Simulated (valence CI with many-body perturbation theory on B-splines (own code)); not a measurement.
## Dy53+: fill in the table

Calculated by relativistic CI+MBPT: three valence electrons over a frozen Dirac-Fock core [Ne], radial functions for each j: 11 s, 11 p, 9 d, 7 f, 5 g, 2 h, 1 i, with the one-electron correlation potential Σ1, the two-electron term Σ2, the three-electron term Σ3, Breit, model QED; selected CI, second order for the rest (own B-spline code, finite nucleus).

The last digits are not significant, and no measured levels were compared; by estimate large intervals hold to a few tenths of a per cent, small ones and those within an open d or f shell to about a per cent.

```csv
Level,E (eV)
(3s^2 3p1/2) J=1/2,0.00
(3s 3p1/2^2) J=1/2,139.31
(3s^2 3p3/2) J=3/2,211.43
(3s 3p1/2 3p3/2) J=3/2 [a],325.54
(3s 3p1/2 3p3/2) J=5/2,340.85
(3s 3p1/2 3p3/2) J=3/2 [b],?
(3s 3p1/2 3p3/2) J=1/2,368.61
(3s^2 3d3/2) J=3/2,412.80
(3s^2 3d5/2) J=5/2,453.47
(3p1/2^2 3p3/2) J=3/2,?
(3s 3p1/2 3d3/2) J=3/2 [a],?
(3s 3p1/2 3d3/2) J=5/2,523.04
(3s 3p1/2 3d3/2) J=1/2,545.64
(3s 3p3/2^2) J=5/2,549.09
(3s 3p1/2 3d3/2) J=3/2 [b],?
(3s 3p1/2 3d5/2) J=5/2 [a],?
(3s 3p3/2^2) J=1/2,580.41
(3s 3p1/2 3d5/2) J=7/2,582.77
(3s 3p3/2^2) J=3/2,586.31
(3s 3p1/2 3d5/2) J=5/2 [b],?
```

Levels are named by their leading jj configuration (3d3/2^4 stands for four electrons in 3d with j = 3/2), which in mixed levels can hold well under half, so a name can repeat and another be missing. Letters in brackets count levels of one name in rising energy.

**Question.** The levels stand in rising order. What does the calculation give for the missing energies?

**Answer.** (3s 3p1/2 3p3/2) J=3/2 [b] 359.97; (3p1/2^2 3p3/2) J=3/2 498.24; (3s 3p1/2 3d3/2) J=3/2 [a] 511.88; (3s 3p1/2 3d3/2) J=3/2 [b] 549.77; (3s 3p1/2 3d5/2) J=5/2 [a] 571.77; (3s 3p1/2 3d5/2) J=5/2 [b] 592.15.
